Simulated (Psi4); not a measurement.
HBeF, singlet, at a GFN2-xTB geometry (such geometries of metal compounds can be far from the true shape), atoms displaced at random by about 0.08 Å a coordinate; PBE/6-31G, gradient (Psi4).

The Psi4 input:
```
memory 2 GB

molecule mol {
0 1
  Be   -0.008333    0.014845   -0.832510
  H     0.028551    0.037122   -1.991101
  F     0.092761   -0.066255    0.539142
symmetry c1
no_reorient
no_com
}

set basis 6-31g
set reference rks

gradient('pbe')
print_variables()
```

Predict the main parts of the log of this Psi4 run.


```
gradient() will perform analytic gradient computation.

   => Loading Basis Set <=

    Name: 6-31G
    Role: ORBITAL
    Keyword: BASIS

         ---------------------------------------------------------
                                   SCF
               by Justin Turney, Rob Parrish, Andy Simmonett
                          and Daniel G. A. Smith
                              RKS Reference
         ---------------------------------------------------------

  ==> Geometry <==

    Molecular point group: c1
    Full point group: C1

    Geometry (in Angstrom), charge = 0, multiplicity = 1:

       Center              X                  Y                   Z               Mass
    ------------   -----------------  -----------------  -----------------  -----------------
         BE          -0.008333000000     0.014845000000    -0.832510000000     9.012183065000
         H            0.028551000000     0.037122000000    -1.991101000000     1.007825032230
         F            0.092761000000    -0.066255000000     0.539142000000    18.998403162730

  Running in c1 symmetry.

  Rotational constants: A =    115.90614  B =      1.06219  C =      1.05260 [cm^-1]
  Rotational constants: A = 3474778.73545  B =  31843.65638  C =  31556.19117 [MHz]
  Nuclear repulsion =   17.532853398706930

  Charge       = 0
  Multiplicity = 1
  Electrons    = 14
  Nalpha       = 7
  Nbeta        = 7

  ==> Algorithm <==

  SCF Algorithm Type is DF.
  DIIS enabled.
  MOM disabled.
  Fractional occupation disabled.
  Guess Type is SAD.
  Energy threshold   = 1.00e-08
  Density threshold  = 1.00e-08
  Integral threshold = 1.00e-12

  ==> Primary Basis <==

  Basis Set: 6-31G
    Blend: 6-31G
    Number of shells: 12
    Number of basis functions: 20
    Number of Cartesian functions: 20
    Spherical Harmonics?: false
    Max angular momentum: 1

  ==> DFT Potential <==

   => LibXC <=

    Version 7.1.2
    S. Lehtola, C. Steigemann, M. J. T. Oliveira, and M. A. L. Marques,  SoftwareX 7, 1–5 (2018) (10.1016/j.softx.2017.11.002)

   => Composite Functional: PBE <=

    PBE GGA Exchange-Correlation Functional

    J.P. Perdew et. al., Phys. Rev. Lett., 77(18), 3865-3868, 1996

    Deriv               =              1
    GGA                 =           TRUE
    Meta                =          FALSE

    Exchange Hybrid     =          FALSE
    MP2 Hybrid          =          FALSE

   => Exchange Functionals <=

    1.0000     XC_GGA_X_PBE

   => Correlation Functionals <=

    1.0000     XC_GGA_C_PBE

   => LibXC Density Thresholds  <==

    XC_GGA_C_PBE:  1.00E-12
    XC_GGA_X_PBE:  1.00E-15

   => Molecular Quadrature <=

    Radial Scheme          =       TREUTLER
    Pruning Scheme         =           NONE
    Nuclear Scheme         =       TREUTLER

    Blocking Scheme        =         OCTREE
    BS radius alpha        =              1
    Pruning alpha          =              1
    Radial Points          =             75
    Spherical Points       =            302
    Total Points           =          65251
    Total Blocks           =            551
    Max Points             =            256
    Max Functions          =             20
    Weights Tolerance      =       1.00E-15

   => Loading Basis Set <=

    Name: (6-31G AUX)
    Role: JKFIT
    Keyword: DF_BASIS_SCF

  ==> Integral Setup <==

  SCF_SUBTYPE=INCORE selected. In-core MEM_DF algorithm will be used.
  Using in-core AOs.

  ==> MemDFJK: Density-Fitted J/K Matrices <==

    J tasked:                   Yes
    K tasked:                    No
    wK tasked:                   No
    Algorithm:                 Core
    Schwarz Cutoff:           1E-12
    Mask sparsity (%):       0.0000
    Fitting Condition:        1E-10

   => Auxiliary Basis Set <=

  Basis Set: (6-31G AUX)
    Blend: CC-PVDZ-JKFIT + DEF2-UNIVERSAL-JKFIT
    Number of shells: 50
    Number of basis functions: 166
    Number of Cartesian functions: 166
    Spherical Harmonics?: false
    Max angular momentum: 3

[...]
  @DF-RKS Final Energy:  -115.08350736761423
    Total Energy =                       -115.0835073676142315
[...]
 Dipole Y            :          0.9930948           -0.9444719            0.0486229
 Dipole Z            :          0.5968176           -0.8860227           -0.2892050
 Magnitude           :                                                    0.3113934

 ------------------------------------------------------------------------------------

         ------------------------------------------------------------
                                   SCF GRAD
                          Rob Parrish, Justin Turney,
                       Andy Simmonett, and Alex Sokolov
         ------------------------------------------------------------

  ==> Geometry <==

    Molecular point group: c1
    Full point group: C1

    Geometry (in Angstrom), charge = 0, multiplicity = 1:

       Center              X                  Y                   Z               Mass
    ------------   -----------------  -----------------  -----------------  -----------------
         BE          -0.008333000000     0.014845000000    -0.832510000000     9.012183065000
         H            0.028551000000     0.037122000000    -1.991101000000     1.007825032230
         F            0.092761000000    -0.066255000000     0.539142000000    18.998403162730

  Nuclear repulsion =   17.532853398706930

  ==> Basis Set <==

  Basis Set: 6-31G
    Blend: 6-31G
    Number of shells: 12
    Number of basis functions: 20
    Number of Cartesian functions: 20
    Spherical Harmonics?: false
    Max angular momentum: 1

  ==> DFJKGrad: Density-Fitted SCF Gradients <==

    Gradient:                    1
    J tasked:                  Yes
    K tasked:                   No
    wK tasked:                  No
    Integrals threads:           1
    Schwarz Cutoff:          1E-12
    Fitting Condition:       1E-10

   => Auxiliary Basis Set <=

  Basis Set: (6-31G AUX)
    Blend: CC-PVDZ-JKFIT + DEF2-UNIVERSAL-JKFIT
    Number of shells: 50
    Number of basis functions: 166
    Number of Cartesian functions: 166
    Spherical Harmonics?: false
    Max angular momentum: 3

  ==> DFT Potential <==

   => LibXC <=

    Version 7.1.2
    S. Lehtola, C. Steigemann, M. J. T. Oliveira, and M. A. L. Marques,  SoftwareX 7, 1–5 (2018) (10.1016/j.softx.2017.11.002)

   => Composite Functional: PBE <=

    PBE GGA Exchange-Correlation Functional

    J.P. Perdew et. al., Phys. Rev. Lett., 77(18), 3865-3868, 1996

    Deriv               =              1
    GGA                 =           TRUE
    Meta                =          FALSE

    Exchange Hybrid     =          FALSE
    MP2 Hybrid          =          FALSE

   => Exchange Functionals <=

    1.0000     XC_GGA_X_PBE

   => Correlation Functionals <=

    1.0000     XC_GGA_C_PBE

   => LibXC Density Thresholds  <==

    XC_GGA_C_PBE:  1.00E-12
    XC_GGA_X_PBE:  1.00E-15

   => Molecular Quadrature <=

    Radial Scheme          =       TREUTLER
    Pruning Scheme         =           NONE
    Nuclear Scheme         =       TREUTLER

    Blocking Scheme        =         OCTREE
    BS radius alpha        =              1
    Pruning alpha          =              1
    Radial Points          =             75
    Spherical Points       =            302
    Total Points           =          65251
    Total Blocks           =            551
    Max Points             =            256
    Max Functions          =             20
    Weights Tolerance      =       1.00E-15

  -Total Gradient:
     Atom            X                  Y                   Z
    ------   -----------------  -----------------  -----------------
       1        0.000418928797     0.001513298125    -0.053471521253
       2       -0.000407052815    -0.002256330771     0.077095174842
       3       -0.000026252326     0.000749656869    -0.023661695397

  Variable Map:
  ----------------------------------------------------------------------------
[...]
  Array Variable Map:
  ----------------------------------------------------------------------------
[...]
[...]
```
